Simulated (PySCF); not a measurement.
Species: C4H12BN.
InChI=1S/C4H12BN/c1-4-3-6-5(4)2/h4-5H,3,6H2,1-2H3/t4-,5+/m1/s1

The closed-shell ground state was solved at several levels (PySCF, density fitting, gas phase, non-relativistic). One conformer (not necessarily the lowest) at the GFN2-xTB geometry, without solvent, vibrations or thermal averaging.

```
              level  basis functions  HOMO (eV)  LUMO (eV)  gap (eV)  dipole (D)
      PBE0/pcSseg-1              162      -6.83       0.68      7.51        4.07
CAM-B3LYP/def2-SVPD              216      -8.23       0.79      9.02        4.01
```

Q: What might B3LYP/pcJ-1 (282 basis functions) give for the same quantities?

A: HOMO -6.63 eV, LUMO 0.34 eV, gap 6.97 eV, dipole 4.07 D.

Q: Over all these levels, which gives the widest orbital gap and which the narrowest?

A: CAM-B3LYP/def2-SVPD (range-separated hybrid) has the widest, 9.02 eV, and B3LYP/pcJ-1 (global hybrid, 20 % exact exchange) the narrowest, 6.97 eV. Functional and basis both differ between the two, so the spread mixes both effects.

Q: How far do the dipole and the HOMO energy spread over the levels?

A: The dipole runs from 4.01 to 4.07 D (mean 4.05 D) and the HOMO from -8.23 to -6.63 eV.
